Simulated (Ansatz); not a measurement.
Total energies of the cluster Sn4O5 from Ansatz at PBE0-D4/def2-SVP, gas phase (1 Eh = 27.2114 eV = 2625.5 kJ/mol). The reference geometry is relaxed at PBE-D4/def2-SVP.

```xyz
9

Sn   -1.7287   -0.9779    0.7193
Sn    0.3547   -1.3580   -1.7817
Sn   -0.1426    1.8067   -1.0857
Sn    1.5801   -0.1824    1.1084
O     0.2481   -1.7814    0.3176
O    -1.3239    0.0115   -1.1454
O     0.0994    1.6401    1.0947
O    -0.5397    0.5081    1.8254
O     1.4525    0.3334   -1.0525
```

| state | geometry | energy (Eh) |
| --- | --- | --- |
| charge 0 singlet | reference | -1232.86726 |
| charge 1 doublet | reference | -1232.56238 |
| charge -1 doublet | reference | -1232.87708 |
| free Sn atom (triplet) | – | -214.25429 |
| free O atom (triplet) | – | -74.92490 |

In the def2 sets Sn takes a core potential; there is no spin–orbit coupling. The structure holds one bond between oxygen atoms, so isomers without such links may lie far lower.

(1) Work out the vertical ionisation energy to the doublet.

(2) Work out the vertical electron affinity, to the doublet.

(3) Give the fundamental gap IE − EA, the Mulliken electronegativity (IE + EA)/2 and the hardness (IE − EA)/2.

(4) What is the binding energy per atom against free atoms?

(1) E(charge 1 doublet) − E(charge 0 singlet) = -1232.56238 − (-1232.86726) = 0.30488 Eh = 8.30 eV. For comparison, −ε of the highest occupied level is 6.71 eV at this level, 1.59 eV less.

(2) E(charge 0 singlet) − E(charge -1 doublet) = -1232.86726 − (-1232.87708) = 0.00982 Eh = 0.27 eV. The basis lacks diffuse functions, which makes affinities too small.

(3) From the values in Eh: IE − EA = 0.30488 − 0.00982 = 0.29506 Eh = 8.03 eV; (IE + EA)/2 = 4.28 eV; (IE − EA)/2 = 4.01 eV. The HOMO–LUMO gap of the same run is 5.09 eV, 2.94 eV smaller than the fundamental gap.

(4) Atoms: 4 × (-214.25429) + 5 × (-74.92490) = -1231.64166 Eh. Binding: -1231.64166 − (-1232.86726) = 1.22560 Eh = 33.35 eV, or 3.71 eV for each of 9 atoms (no zero-point energy, no counterpoise term).

At PBE0-D4/def2-SVP the highest occupied level of the charge -1 doublet lies above zero (up to 1.13 eV). By energy differences its removal costs 0.27 eV (vertical, to the charge 0 singlet, at PBE0-D4/def2-SVP); self-interaction error and the lack of diffuse functions both raise the level.  

The structure comes from a short search, and lower isomers may exist.
